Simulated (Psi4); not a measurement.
Input file for Psi4: SAPT0/aug-cc-pVDZ on GaH6N (a complex), monomers drawn apart or pushed together.

```
memory 1800 MB

molecule dimer {
0 1
Ga    0.47028930   -0.36793714    0.77091002
H     0.08717462   -1.90124178    0.83917580
H    -0.28102932    0.54110830   -0.28343333
H     1.92853494    0.05567303    1.21425464
--
0 1
N    -0.75393101    0.39103896    2.82296177
H    -1.74725867    0.20479254    2.73574076
H    -0.40973783   -0.09455344    3.64437971
H    -0.62803231    1.38739087    2.96588344
units angstrom
symmetry c1
no_reorient
no_com
}

set {
  basis aug-cc-pVDZ
  scf_type df
  freeze_core true
}

energy('sapt0')
```

Output:

```
[...]
==> Input File <==

--------------------------------------------------------------------------
memory 1800 MB

molecule dimer {
0 1
Ga    0.47028930   -0.36793714    0.77091002
H     0.08717462   -1.90124178    0.83917580
H    -0.28102932    0.54110830   -0.28343333
H     1.92853494    0.05567303    1.21425464
--
0 1
N    -0.75393101    0.39103896    2.82296177
H    -1.74725867    0.20479254    2.73574076
H    -0.40973783   -0.09455344    3.64437971
H    -0.62803231    1.38739087    2.96588344
units angstrom
symmetry c1
no_reorient
no_com
}

set {
  basis aug-cc-pVDZ
  scf_type df
  freeze_core true
}

energy('sapt0')
--------------------------------------------------------------------------


   => Loading Basis Set <=

    Name: AUG-CC-PVDZ
    Role: ORBITAL
    Keyword: BASIS
    atoms 1        entry GA         line  2890 file aug-cc-pvdz.gbs
    atoms 2-4, 6-8 entry H          line    40 file aug-cc-pvdz.gbs
    atoms 5        entry N          line   218 file aug-cc-pvdz.gbs

   => Loading Basis Set <=

    Name: AUG-CC-PVDZ
    Role: ORBITAL
    Keyword: BASIS
    atoms 1        entry GA         line  2890 file aug-cc-pvdz.gbs
    atoms 2-4, 6-8 entry H          line    40 file aug-cc-pvdz.gbs
    atoms 5        entry N          line   218 file aug-cc-pvdz.gbs


  //>>>>>>>>>>>>>>>>>>>>>>>>>>>>>>>>>>>//
  //              Dimer HF             //
  //<<<<<<<<<<<<<<<<<<<<<<<<<<<<<<<<<<<//

   => Libint2 <=

    Primary   basis highest AM E, G, H:  7, 6, 3
    Auxiliary basis highest AM E, G, H:  7, 7, 4
    Onebody   basis highest AM E, G, H:  -, -, -
    Solid Harmonics ordering:            Gaussian


   => Loading Basis Set <=

    Name: AUG-CC-PVDZ
    Role: ORBITAL
    Keyword: BASIS
    atoms 1        entry GA         line  2890 file aug-cc-pvdz.gbs
    atoms 2-4, 6-8 entry H          line    40 file aug-cc-pvdz.gbs
    atoms 5        entry N          line   218 file aug-cc-pvdz.gbs


         ---------------------------------------------------------
                                   SCF
               by Justin Turney, Rob Parrish, Andy Simmonett
                          and Daniel G. A. Smith
                              RHF Reference
                        1 Threads,   1716 MiB Core
         ---------------------------------------------------------

  ==> Geometry <==

    Molecular point group: c1
    Full point group: C1

    Geometry (in Angstrom), charge = 0, multiplicity = 1:

       Center              X                  Y                   Z               Mass
    ------------   -----------------  -----------------  -----------------  -----------------
         GA           0.470289300000    -0.367937140000     0.770910020000    68.925573500000
         H            0.087174620000    -1.901241780000     0.839175800000     1.007825032230
         H           -0.281029320000     0.541108300000    -0.283433330000     1.007825032230
         H            1.928534940000     0.055673030000     1.214254640000     1.007825032230
         N           -0.753931010000     0.391038960000     2.822961770000    14.003074004430
         H           -1.747258670000     0.204792540000     2.735740760000     1.007825032230
         H           -0.409737830000    -0.094553440000     3.644379710000     1.007825032230
         H           -0.628032310000     1.387390870000     2.965883440000     1.007825032230

  Running in c1 symmetry.

  Rotational constants: A =      0.35584  B =      0.08853  C =      0.07405 [cm^-1]
  Rotational constants: A =  10667.73924  B =   2654.16295  C =   2220.07297 [MHz]
  Nuclear repulsion =  110.598594190804391

  Charge       = 0
  Multiplicity = 1
  Electrons    = 44
  Nalpha       = 22
  Nbeta        = 22

  ==> Algorithm <==

  SCF Algorithm Type is DF.
  DIIS enabled.
  MOM disabled.
  Fractional occupation disabled.
  Guess Type is SAD.
  Energy threshold   = 1.00e-08
  Density threshold  = 1.00e-08
  Integral threshold = 1.00e-12

  ==> Primary Basis <==

  Basis Set: AUG-CC-PVDZ
    Blend: AUG-CC-PVDZ
    Number of shells: 53
    Number of basis functions: 113
    Number of Cartesian functions: 118
    Spherical Harmonics?: true
    Max angular momentum: 2

   => Loading Basis Set <=

    Name: (AUG-CC-PVDZ AUX)
    Role: JKFIT
    Keyword: DF_BASIS_SCF
    atoms 1        entry GA         line   936 file aug-cc-pvdz-jkfit.gbs
    atoms 2-4, 6-8 entry H          line    70 file aug-cc-pvdz-jkfit.gbs
    atoms 5        entry N          line   212 file aug-cc-pvdz-jkfit.gbs

  ==> Integral Setup <==

  DFHelper Memory: AOs need 0.049 GiB; user supplied 1.257 GiB.
  SCF_SUBTYPE=INCORE selected. In-core MEM_DF algorithm will be used.
  Using in-core AOs.

  ==> MemDFJK: Density-Fitted J/K Matrices <==

    J tasked:                   Yes
    K tasked:                   Yes
    wK tasked:                   No
    OpenMP threads:               1
    Algorithm:                 Core
    Schwarz Cutoff:           1E-12
    Mask sparsity (%):       0.0000
    Fitting Con
[...]
4.007688   106A     14.079443   107A     14.125157
     108A     14.125170   109A     30.592068   110A    100.998117
     111A    101.376960   112A    101.376963   113A    543.787011

    Final Occupation by Irrep:
              A
    DOCC [     5 ]
    NA   [     5 ]
    NB   [     5 ]

  @DF-RHF Final Energy:   -56.20569616306194

   => Energetics <=

    Nuclear Repulsion Energy =             11.9204287637795563
    One-Electron Energy =                 -99.5014134536480128
    Two-Electron Energy =                  31.3752885268065143
    Total Energy =                        -56.2056961630619440

Computation Completed


Properties will be evaluated at   0.000000,   0.000000,   0.000000 [a0]

Properties computed using the SCF density matrix


 Multipole Moments:

 ------------------------------------------------------------------------------------
     Multipole            Electronic (a.u.)      Nuclear  (a.u.)        Total (a.u.)
 ------------------------------------------------------------------------------------

 L = 1.  Multiply by 2.5417464519 to convert [e a0] to [Debye]
 Dipole X            :         14.9414503          -15.2360036           -0.2945532
 Dipole Y            :         -7.8201252            8.0028063            0.1826810
 Dipole Z            :        -54.5099920           55.0037600            0.4937680
 Magnitude           :                                                    0.6032751

 ------------------------------------------------------------------------------------

  Constructing Basis Sets for SAPT...

   => Loading Basis Set <=

    Name: (AUG-CC-PVDZ AUX)
    Role: RIFIT
    Keyword: DF_BASIS_SAPT
    atoms 1        entry GA         line   690 file aug-cc-pvdz-ri.gbs
    atoms 2-4, 6-8 entry H          line    30 file aug-cc-pvdz-ri.gbs
    atoms 5        entry N          line   158 file aug-cc-pvdz-ri.gbs

   => Loading Basis Set <=

    Name: (AUG-CC-PVDZ AUX)
    Role: JKFIT
    Keyword: DF_BASIS_ELST
    atoms 1        entry GA         line   936 file aug-cc-pvdz-jkfit.gbs
    atoms 2-4, 6-8 entry H          line    70 file aug-cc-pvdz-jkfit.gbs
    atoms 5        entry N          line   212 file aug-cc-pvdz-jkfit.gbs


  //>>>>>>>>>>>>>>>>>>>>>>>>>>>>>>>>>>>//
  //               SAPT0               //
  //<<<<<<<<<<<<<<<<<<<<<<<<<<<<<<<<<<<//



        SAPT0
    Ed Hohenstein
     6 June 2009

      Orbital Information
  --------------------------
    NSO        =       113
    NMO        =       113
    NRI        =       340
    NRI (Elst) =       472
    NOCC A     =        17
    NOCC B     =         5
    FOCC A     =         9
    FOCC B     =         1
    NVIR A     =        96
    NVIR B     =       108

    Elst10,r            =    -0.044319010035 [Eh]
    Exch10              =     0.031636759662 [Eh]
    Exch10 (S^2)        =     0.031008257526 [Eh]

    Maxiter = 50
    CPHF R converge = 1.000000E-08

    Iter     Energy [mEh]          dE [mEh]         Residual      Time [s]
       1      -2.96476170       2.964761700     6.933765e-03             0
       2      -3.31319669       0.348434986     1.828358e-03             0
       3      -3.35543494       0.042238257     2.047886e-04             0
       4      -3.35009504      -0.005339905     2.850968e-05             0
       5      -3.35040228       0.000307244     3.487475e-06             0
       6      -3.35040131      -0.000000971     3.946517e-07             0
       7      -3.35039775      -0.000003563     4.343941e-08             0
       8      -3.35039841       0.000000664     4.907641e-09             0

    CHF Iterations converged

    Maxiter = 50
    CPHF R converge = 1.000000E-08

    Iter     Energy [mEh]          dE [mEh]         Residual      Time [s]
       1     -59.14837825      59.148378249     3.767947e-02             0
       2     -74.19949430      15.051116052     7.911289e-03             0
       3     -73.75052846      -0.448965839     1.987903e-03             0
       4     -73.68034328      -0.070185184     6.853404e-04             0
       5     -73.69916364       0.018820365     1.501586e-04             0
       6     -73.70997904       0.010815401     3.340023e-05             0
       7     -73.70709675      -0.002882291     4.086921e-06             0
       8     -73.70731108       0.000214325     4.395318e-07             1
       9     -73.70729773      -0.000013351     1.196876e-07             1
      10     -73.70730032       0.000002590     2.596189e-08             1
      11     -73.70729993      -0.000000385     3.257473e-09             1

    CHF Iterations converged

    Ind20,r (A<-B)      =    -0.003350398412 [Eh]
    Ind20,r (B<-A)      =    -0.073707299934 [Eh]
    Ind20,r             =    -0.077057698345 [Eh]
    Exch-Ind20,r (A<-B) =     0.001663039591 [Eh]
    Exch-Ind20,r (B<-A) =     0.059755841780 [Eh]
    Exch-Ind20,r        =     0.061418881371 [Eh]
    Disp20              =    -0.008420236723 [Eh]
    Disp20 (SS)         =    -0.004210118361 [Eh]
    Disp20 (OS)         =    -0.004210118361 [Eh]
    Exch-Disp20         =     0.001538844519 [Eh]
    Exch-Disp20 (SS)    =     0.000938591845 [Eh]
    Exch-Disp20 (OS)    =     0.000600252674 [Eh]

    SAPT Results
  --------------------------------------------------------------------------------------------------------
    Electrostatics                -44.31901004 [mEh]     -27.81059867 [kcal/mol]    -116.35954482 [kJ/mol]
      Elst10,r                    -44.31901004 [mEh]     -27.81059867 [kcal/mol]    -116.35954482 [kJ/mol]

    Exchange                       31.63675966 [mEh]      19.85236641 [kcal/mol]      83.06230105 [kJ/mol]
      Exch10                       31.63675966 [mEh]      19.85236641 [kcal/mol]      83.06230105 [kJ/mol]
      Exch10(S^2)                  31.00825753 [mEh]      19.45797536 [kcal/mol]      81.41216892 [kJ/mol]

    Induction                     -16.17650309 [mEh]     -10.15090894 [kcal/mol]     -42.47140300 [kJ/mol]
      Ind20,r                     -77.05769835 [mEh]     -48.35443574 [kcal/mol]    -202.31495913 [kJ/mol]
      Exch-Ind20,r                 61.41888137 [mEh]      38.54092993 [kcal/mol]     161.25525082 [kJ/mol]
      delta HF,r (2)               -0.53768611 [mEh]      -0.33740313 [kcal/mol]      -1.41169469 [kJ/mol]

    Dispersion                     -6.88139220 [mEh]      -4.31813880 [kcal/mol]     -18.06709274 [kJ/mol]
      Disp20                       -8.42023672 [mEh]      -5.28377832 [kcal/mol]     -22.10732847 [kJ/mol]
      Exch-Disp20                   1.53884452 [mEh]       0.96563951 [kcal/mol]       4.04023573 [kJ/mol]
      Disp20 (SS)                  -4.21011836 [mEh]      -2.64188916 [kcal/mol]     -11.05366424 [kJ/mol]
      Disp20 (OS)                  -4.21011836 [mEh]      -2.64188916 [kcal/mol]     -11.05366424 [kJ/mol]
      Exch-Disp20 (SS)              0.93859184 [mEh]       0.58897527 [kcal/mol]       2.46427255 [kJ/mol]
      Exch-Disp20 (OS)              0.60025267 [mEh]       0.37666424 [kcal/mol]       1.57596318 [kJ/mol]

  Total HF                        -28.85875346 [mEh]     -18.10914120 [kcal/mol]     -75.76864677 [kJ/mol]
  Total SAPT0                     -35.74014566 [mEh]     -22.42728000 [kcal/mol]     -93.83573951 [kJ/mol]

  Special recipe for scaled SAPT0 (see Manual):
    Electrostatics sSAPT0         -44.31901004 [mEh]     -27.81059867 [kcal/mol]    -116.35954482 [kJ/mol]
    Exchange sSAPT0                31.63675966 [mEh]      19.85236641 [kcal/mol]      83.06230105 [kJ/mol]
    Induction sSAPT0              -12.36562133 [mEh]      -7.75954454 [kcal/mol]     -32.46593434 [kJ/mol]
    Dispersion sSAPT0              -6.78591091 [mEh]      -4.25822338 [kcal/mol]     -17.81640663 [kJ/mol]
  Total sSAPT0                    -31.83378261 [mEh]     -19.97600018 [kcal/mol]     -83.57958473 [kJ/mol]
  --------------------------------------------------------------------------------------------------------



*** Psi4 exiting successfully. Buy a developer a beer!
```

The run finished.

Cost: very roughly 16 core-seconds.
